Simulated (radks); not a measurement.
Problem. The mean radii <r> (bohr) of the occupied orbitals of an atom or ion are listed with their occupations. Method: scalar-relativistic Kohn-Sham, PBE, spin-polarised, spherical densities, finite nucleus; Fermi nuclear charge, rms radius of each element as measured or else 0.836 A^(1/3) + 0.57 fm; computed with a radial shooting solver on a logarithmic mesh with Libxc functionals.

orbital  occ.      <r>
1s up       1  0.02232
1s down     1  0.02232
2s up       1  0.09511
2s down     1  0.09510
2p up       3  0.08389
2p down     3  0.08388
3s up       1   0.2487
3s down     1   0.2486
3p up       3   0.2469
3p down     3   0.2468
3d up       5   0.2245
3d down     5   0.2245
4s up       1   0.5359
4s down     1   0.5362
4p up       3   0.5560
4p down     3   0.5566
4d up       5   0.5733
4d down     1   0.5745

Name the element and its charge. Open shells, if any, are filled with parallel spins first.

Solution. Z = 63, europium, charge +21: Eu21+ in [Kr] 4d6. The 1s radius gives Z: for a bare nucleus <r> = (2 gamma + 1)/(2Z) with gamma = sqrt(1 - (Z/c)^2), 0.02203 bohr for Z = 63, and screening makes it slightly larger (0.02232 here). The occupations add up to 42, and the charge is Z minus that.
